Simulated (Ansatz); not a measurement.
The cluster Be2Se2⁻. Charge -1, multiplicity 2. Geometry r2SCAN-D4/def2-TZVP, that of the neutral singlet; atoms count from 1.

```csv
atom,x (Å),y (Å),z (Å)
Be1,-0.176,-0.960,-0.224
Be2,0.176,0.960,0.224
Se3,1.393,-0.496,1.029
Se4,-1.393,0.496,-1.029
```

The structure comes from a short search, and lower isomers may exist.

**Question.** Estimate the Mulliken populations from the PBE0/def2-TZVPD orbitals of Ansatz.

**Answer.** 
| atom | charge (e) | spin (α − β) |
| --- | --- | --- |
| Be1 | -0.51 | 0.64 |
| Be2 | -0.51 | 0.64 |
| Se3 | 0.01 | -0.14 |
| Se4 | 0.01 | -0.14 |
Mulliken values and Mayer orders depend strongly on the basis. With diffuse functions, as here, like atoms can get unlike values, and bond orders can come out too low or too high.

**Question.** Where does the spin sit?

**Answer.** Summed by element: Be 1.29, Se -0.29, of 1 unpaired in all. Largest on single atoms: Be1 0.64, Be2 0.64, Se3 -0.14.

**Question.** And the Mayer bond orders between bonded heavy atoms (over 0.3)?

**Answer.** Be1–Be2 0.81 (2.00 Å); Be1–Se3 1.07 (2.06 Å); Be1–Se4 1.07 (2.06 Å); Be2–Se3 1.07 (2.06 Å); Be2–Se4 1.07 (2.06 Å).
